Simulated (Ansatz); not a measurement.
`F[C@@H]1[NH][Ge@@H]1[F]` + H₂ → `[F][GeH]1[CH2][NH]1` + H–F at 500 K and 1 bar (hydrogenolysis of a C–F bond).

Calculated with Ansatz (gas phase, PBE0-D4/def2-TZVP geometries, no zero-point term in ΔE). CCSD(T)/CBS adds triple-zeta CCSD(T) − MP2 to the extrapolated MP2 energy (def2 sets, frozen cores). This one scheme is used for every species. For Ge outer-core shells are correlated without core-valence functions, which leaves a few kJ/mol of doubt a bond. Scalar relativity is left out up to krypton.

| species | CCSD(T)/CBS energy (Eh) | H − E (kJ/mol) | S (J/(mol·K)) |
| --- | --- | --- | --- |
| `F[C@@H]1[NH][Ge@@H]1[F]` | -2370.22362 | 155.8 | 386.1 |
| H₂ | -1.17544 | 41.0 | 145.5 |
| `[F][GeH]1[CH2][NH]1` | -2271.04199 | 172.1 | 354.6 |
| H–F | -100.39570 | 39.4 | 188.7 |

H − E and S are ideal-gas, rigid-rotor, harmonic terms from PBE0-D4/def2-TZVP, for one conformer and one mirror image of each species. For small species the MP2-based limit differs from directly extrapolated CCSD(T) by up to some mEh (0.8 for H₂); such offsets cancel only in part. 1 Eh = 2625.50 kJ/mol, R = 8.31446 J/(mol·K).

By hand: ΔE, ΔH, ΔS and ΔG.

ΔE = (-2271.04199) + (-100.39570) − (-2370.22362) − (-1.17544) = -0.03863 Eh = -101.4 kJ/mol. Δ(H − E) = 172.1 + 39.4 − 155.8 − 41.0 = 14.7, so ΔH = -86.7 kJ/mol. ΔS = 354.6 + 188.7 − 386.1 − 145.5 = 11.7 J/(mol·K). ΔG = -86.7 − 500 × (11.7)/1000 = -92.5 kJ/mol.

By hand: the equilibrium constant, and the temperature at which ΔG would vanish if ΔH and ΔS stayed fixed.

log₁₀ K = −ΔG/(RT ln 10) = 9.7. ΔH and −TΔS have one sign here, so there is no such temperature.

The number of gas molecules stays the same, so ΔS is small and ΔH decides. A doubt of 5 kJ/mol in ΔE shifts log₁₀ K by 0.5 here. Other conformers and mirror images would add mixing entropy, several J/(mol·K) or more a flexible species. These are equilibria of isolated gas molecules and say nothing of rates. Largest T1 diagnostic: 0.013 (customary marks: 0.02 for closed shells, 0.045 for open ones).

ΔS is within the doubt of such terms, so its sign, and with it that verdict, could turn.
